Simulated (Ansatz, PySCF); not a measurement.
Molecule: C$_{2}$HO (charge 0, doublet). It need not be the lowest isomer of its formula. 
Geometry from a B3LYP-D3(BJ)/def2-TZVP (Ansatz, an electronic-structure program) optimisation:
```
C
O 1 1.1710
C 1 1.2878 2 170.77
H 3 1.0711 1 137.10 2 180.00
```
Charge 0, spin multiplicity 2.

Total electronic energies in hartree. Correlated levels leave the core frozen unless marked. UHF or UKS for open shells. Spin-orbit coupling is left out. No relativistic terms. Basis-set limits of correlation are two-point, X^-3; Hartree-Fock from the larger set.

| level | program | energy (Eh) |
|---|---|---|
| HF/aug-cc-pVDZ | Ansatz | -151.10549 |
| HF/cc-pVQZ | Ansatz | -151.15105 |
| RI-HF/aug-cc-pVQZ | Ansatz | -151.15143 |
| PBE0-D3(BJ)/def2-TZVPD | Ansatz + dftd3 | -151.81485 |
| PBE0/def2-TZVPD | Ansatz | -151.81351 |
| TPSSh-D3(BJ)/def2-TZVPD | PySCF + dftd3 | ___ |
| r2SCANh-D4/def2-TZVPD | Ansatz + dftd4 | -151.90051 |
| wB97M-V/def2-TZVPD | Ansatz | ___ |
| B2PLYP/def2-TZVPD | Ansatz | -151.87558 |
| RI-MP2/aug-cc-pVQZ | Ansatz | -151.69288 |
| RI-MP2/cc-pVQZ | Ansatz | -151.68837 |
| SCS-MP2/6-31G* | Ansatz | -151.46428 |
| CCSD/cc-pVTZ | Ansatz | -151.65455 |
| CCSD(T)/cc-pVTZ | Ansatz | -151.68058 |
| CCSD(T)/CBS(cc-pVTZ,cc-pVQZ) | Ansatz | -151.7485 |

Task: Some entries are withheld; supply them.

Result: 
- TPSSh-D3(BJ)/def2-TZVPD, energy (Eh): -151.99645
- wB97M-V/def2-TZVPD, energy (Eh): -151.93861
